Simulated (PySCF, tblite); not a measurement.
Compound: C3H7F3N (charge +1).
Atom-mapped SMILES: `[CH3:1][C@H:2]([NH3+:3])[C:4]([F:5])([F:6])[F:7]` (hydrogens: H8, H9, H10 on C1; H11 on C2; H12, H13, H14 on N3)

Computed with GFN2-xTB (tblite), gas phase: Langevin dynamics at 300 K from the optimised GFN2-xTB geometry, time step 0.5 fs, friction 0.01 fs⁻¹, 2000 steps. Over the second half of the run the saved frames average 267 K.

Frame at 250 fs, instantaneous temperature 284 K:
```
atom  x, y, z in Å
C1     -1.315   -1.161    0.301
C2     -0.085   -0.352    0.366
N3     -0.073    0.771   -0.609
C4      1.168   -1.229    0.143
F5      1.141   -1.868   -0.978
F6      2.352   -0.483   -0.052
F7      1.291   -2.038    1.183
H8     -1.497   -1.533   -0.713
H9     -2.119   -0.479    0.551
H10    -1.153   -2.025    0.926
H11    -0.008    0.081    1.383
H12     0.875    1.147   -0.501
H13    -0.217    0.564   -1.603
H14    -0.698    1.429   -0.247
```

Frame at 425 fs, instantaneous temperature 402 K:
```
atom  x, y, z in Å
C1     -1.218   -1.432    0.191
C2      0.019   -0.511    0.138
N3      0.172    0.036   -1.313
C4      1.376   -1.162    0.398
F5      1.537   -2.323   -0.242
F6      2.477   -0.507    0.131
F7      1.327   -1.387    1.671
H8     -1.126   -2.335   -0.385
H9     -2.107   -0.831   -0.104
H10    -1.441   -1.702    1.204
H11    -0.061    0.359    0.816
H12     1.029    0.583   -1.450
H13     0.040   -0.690   -2.001
H14    -0.610    0.760   -1.482
```

Frame at 625 fs, instantaneous temperature 254 K:
```
atom  x, y, z in Å
C1     -0.903   -1.423    0.505
C2      0.132   -0.406    0.130
N3      0.199   -0.355   -1.368
C4      1.494   -0.898    0.653
F5      1.816   -2.144    0.095
F6      2.358    0.081    0.382
F7      1.440   -1.100    1.987
H8     -0.663   -2.464    0.228
H9     -1.879   -1.180    0.117
H10    -0.953   -1.377    1.586
H11    -0.058    0.615    0.580
H12     1.003    0.198   -1.703
H13     0.208   -1.271   -1.850
H14    -0.604    0.026   -1.857
```

Frame at 800 fs, instantaneous temperature 310 K:
```
atom  x, y, z in Å
C1     -0.830   -1.709    0.545
C2      0.088   -0.534    0.497
N3      0.196   -0.085   -0.977
C4      1.584   -0.912    0.881
F5      2.026   -1.859    0.031
F6      2.344    0.168    0.538
F7      1.702   -1.371    2.166
H8     -0.362   -2.478   -0.064
H9     -1.799   -1.465    0.181
H10    -0.855   -2.125    1.479
H11    -0.296    0.293    1.072
H12     0.691    0.846   -0.990
H13     0.864   -0.588   -1.575
H14    -0.741   -0.024   -1.345
```

Frame at 1000 fs, instantaneous temperature 188 K:
```
atom  x, y, z in Å
C1     -0.927   -1.334    1.114
C2      0.128   -0.417    0.524
N3      0.073   -0.094   -0.949
C4      1.567   -1.039    0.720
F5      1.712   -1.998   -0.164
F6      2.470   -0.119    0.473
F7      1.808   -1.498    1.921
H8     -0.931   -2.330    0.729
H9     -1.951   -0.910    1.064
H10    -0.716   -1.382    2.305
H11     0.147    0.419    1.229
H12     0.649    0.721   -1.168
H13     0.415   -0.854   -1.538
H14    -0.958    0.093   -1.222
```

Problem. What do single points at PBE0/pcSseg-1 (PySCF, gas phase) give on these frames?

Solution. 
```
t (fs)  GFN2-xTB E above start (eV)  DFT E above lowest frame (eV)  HOMO (eV)  LUMO (eV)
   250                         0.54                           0.13     -15.45      -4.99
   425                         0.49                           0.00     -15.53      -5.17
   625                         0.43                           0.00     -15.38      -5.10
   800                         0.54                           0.18     -15.57      -4.91
  1000                         0.53                           0.15     -15.07      -5.13
```

The two levels order the frames alike by energy but for pairs within 0.08 eV at one level; measured from each level's lowest frame they differ by 0.07 eV at most. The HOMO–LUMO gap runs from 9.94 to 10.66 eV. These are instantaneous structures, not minima.

Problem. And the isotropic GIAO shieldings (ppm) from the same runs?

Solution. 
```csv
atom,250 fs,425 fs,625 fs,800 fs,1000 fs,mean,range
C1,174.3,170.4,172.4,176.8,165.1,171.8,11.7
C2,126.8,119.2,123.7,115.5,123.3,121.7,11.3
N3,213.0,200.1,206.8,201.3,204.0,205.0,12.9
C4,52.8,62.0,48.2,46.9,60.3,54.0,15.1
F5,271.1,265.9,243.8,257.4,285.4,264.7,41.6
F6,229.3,270.2,250.4,237.9,263.9,250.3,40.9
F7,254.7,262.6,239.3,238.3,267.7,252.5,29.4
H8,29.8,29.6,29.2,30.0,29.8,29.7,0.8
H9,29.8,29.2,30.3,30.7,28.9,29.8,1.8
H10,29.2,29.2,29.2,31.1,26.3,29.0,4.8
H11,27.2,27.0,26.4,27.2,26.9,26.9,0.8
H12,25.7,26.4,26.3,25.3,26.2,26.0,1.1
H13,26.8,27.4,26.7,26.2,26.2,26.7,1.2
H14,28.4,25.5,27.2,27.7,25.0,26.8,3.4
```

The cost below is that of the whole dynamics run. The run took 7.0 s of wall time on an Arm Neoverse V2 with one thread, no GPU, on a shared host, and the process peaked at 0.19 GiB of memory.
